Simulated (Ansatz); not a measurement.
Cost and result up the ladder for MnO3Br (MnBrO3) (5 atoms). Total charge 0; singlet. Geometry: PBE0-D4/def2-SVP.

```
atom   x (Å)   y (Å)   z (Å)
 Mn1   0.152  -0.062  -0.072
  O2   1.302   0.773   0.506
  O3   0.273  -1.539   0.326
  O4   0.042   0.105  -1.592
 Br5  -1.769   0.722   0.833
```

Ansatz on 4 threads of Arm Neoverse V1 on a shared host. Times are rough, and most runs start from the orbitals of an earlier one. No level here is sound enough to serve as a yardstick. Binding counts from free atoms at the same level (Mn sextet, O triplet, Br doublet; other spins of the atoms weren't run), without zero-point energy or a counterpoise term.

The 6-31G sets use Cartesian d functions. B3LYP takes the VWN-RPA correlation. Correlated methods freeze 17 core orbitals; core or outer-core shells of Mn, Br are correlated, in sets that lack core-valence functions.

Run but left out: HF/6-31G, BHLYP-D4/def2-TZVP (restricted singlet, unstable in another Hartree–Fock run and untested here); HF/def2-TZVP, MP2/def2-TZVP, CCSD(T)/def2-SVP (restricted singlet, unstable towards broken spin symmetry).

Correlated methods converge slowly with the basis.

```json
{"level": "PBE-D4/def2-SVP", "functions": "105", "wall time": "1.1 s"}
{"level": "PBE0-D4/def2-SVP", "functions": "105", "wall time": "1.7 s"}
{"level": "B3LYP-D4/6-31G", "functions": "85", "wall time": "1.8 s"}
{"level": "PBE-D4/def2-TZVP", "functions": "186", "wall time": "1.9 s"}
{"level": "revPBE-D4/def2-TZVP", "functions": "186", "wall time": "1.9 s"}
{"level": "BLYP-D4/def2-TZVP", "functions": "186", "wall time": "2 s"}
{"level": "PBE-D4/def2-TZVPD", "functions": "225", "wall time": "2.9 s"}
{"level": "B3LYP-D4/def2-TZVP", "functions": "186", "wall time": "3.4 s"}
{"level": "PBE0-D4/def2-TZVP", "functions": "186", "wall time": "3.6 s"}
{"level": "r2SCAN-D4/def2-TZVP", "functions": "186", "wall time": "4.5 s"}
{"level": "RPA@PBE/def2-TZVP", "functions": "186", "wall time": "4.8 s"}
{"level": "PBE0-D4/def2-TZVPD", "functions": "225", "wall time": "5.5 s"}
{"level": "r2SCAN0-D4/def2-TZVP", "functions": "186", "wall time": "6 s"}
{"level": "ωB97X-V/def2-TZVP (with forces)", "functions": "186", "wall time": "11 s"}
```

Question: Estimate what each level gives for the binding energy per atom (eV).

Answer: 
| level | binding energy per atom (eV) | remarks |
| --- | --- | --- |
| PBE-D4/def2-SVP | 3.83 | restricted SCF unstable in HF |
| PBE0-D4/def2-SVP | 2.62 | restricted SCF unstable in HF |
| B3LYP-D4/6-31G | 2.62 | restricted SCF unstable in HF |
| PBE-D4/def2-TZVP | 3.76 | restricted SCF unstable in HF |
| revPBE-D4/def2-TZVP | 3.55 | restricted SCF unstable in HF |
| BLYP-D4/def2-TZVP | 3.60 | restricted SCF unstable in HF |
| PBE-D4/def2-TZVPD | 3.75 | restricted SCF unstable in HF |
| B3LYP-D4/def2-TZVP | 2.79 | restricted SCF unstable in HF |
| PBE0-D4/def2-TZVP | 2.63 | restricted SCF unstable in HF |
| r2SCAN-D4/def2-TZVP | 3.29 | restricted SCF unstable in HF |
| RPA@PBE/def2-TZVP | 2.63 | restricted SCF unstable in HF |
| PBE0-D4/def2-TZVPD | 2.64 | restricted SCF unstable in HF |
| r2SCAN0-D4/def2-TZVP | 2.28 | restricted SCF unstable in HF |
| ωB97X-V/def2-TZVP (with forces) | 2.62 | restricted SCF unstable in HF |
